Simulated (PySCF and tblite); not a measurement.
Computed ¹H and ¹³C shifts (ppm) of 4 molecules with 8 carbons each, averaged over conformers at 298.15 K: GIAO PBE0/pcSseg-1 on GFN2-xTB geometries, unscaled, against TMS (¹H), TMS (¹³C) at the same level; H on other atoms than carbon is left out (PySCF, tblite).

P. ¹H: 8.09 (1H), 8.07 (1H), 7.75 (1H), 7.53 (1H), 2.66 (3H) ¹³C: 199.3 (1C), 173.1 (1C), 142.5 (1C), 135.5 (1C), 130.0 (1C), 126.3 (1C), 122.1 (1C), 28.7 (1C)
Q. ¹H: 8.42 (2H), 7.41 (2H), 2.63 (3H) ¹³C: 198.3 (1C), 176.3 (1C), 137.7 (2C), 136.4 (1C), 121.1 (2C), 28.4 (1C)
R. ¹H: 7.91 (1H), 7.47 (1H), 6.98 (1H), 5.92 (1H), 3.98 (3H) ¹³C: 172.6 (1C), 169.9 (1C), 149.4 (1C), 146.5 (1C), 142.1 (1C), 119.7 (1C), 112.5 (1C), 53.2 (1C)
S. ¹H: 7.74 (2H), 7.32 (2H), 6.80 (1H), 6.18 (1H), 5.58 (1H) ¹³C: 172.9 (1C), 143.7 (1C), 137.5 (1C), 133.6 (2C), 121.5 (2C), 117.9 (1C)

The molecules:
1. C8H7F, SMILES C=Cc1ccc(F)cc1
2. C8H7FO, SMILES CC(=O)c1ccc(F)cc1
3. C8H7FO, SMILES CC(=O)c1cccc(F)c1
4. C8H7FO2, SMILES C=C1C(F)=CC=C1C(=O)OC

(1) Which spectrum belongs to which molecule?

Unscaled shifts at such levels can be off by 15 ppm or more for ¹³C and 0.8 ppm for ¹H.

For scale, the study of C=Cc1ccc(F)cc1 took 48 s on 1 thread of Intel Xeon 6975P-C (shared host) (rough), launched as `OMP_NUM_THREADS=1 python ens_run.py task.json out`.

Answers

(1) P is 3; Q is 2; R is 4; S is 1.

Assigned:
1. [CH2:1]=[CH:2][c:3]1[cH:4][cH:5][c:6]([F:7])[cH:8][cH:9]1: ¹³C: 172.9 (C6), 143.7 (C2), 137.5 (C3), 133.6 (C4/C9), 121.5 (C5/C8), 117.9 (C1) ppm.
2. [CH3:1][C:2](=[O:3])[c:4]1[cH:5][cH:6][c:7]([F:8])[cH:9][cH:10]1: ¹³C: 198.3 (C2), 176.3 (C7), 137.7 (C5/C10), 136.4 (C4), 121.1 (C6/C9), 28.4 (C1) ppm.
3. [CH3:1][C:2](=[O:3])[c:4]1[cH:5][cH:6][cH:7][c:8]([F:9])[cH:10]1: ¹³C: 199.3 (C2), 173.1 (C8), 142.5 (C4), 135.5 (C6), 130.0 (C5), 126.3 (C7), 122.1 (C10), 28.7 (C1) ppm.
4. [CH2:1]=[C:2]1[C:3]([F:4])=[CH:5][CH:6]=[C:7]1[C:8](=[O:9])[O:10][CH3:11]: ¹³C: 172.6 (C3), 169.9 (C8), 149.4 (C6), 146.5 (C2), 142.1 (C1), 119.7 (C7), 112.5 (C5), 53.2 (C11) ppm.
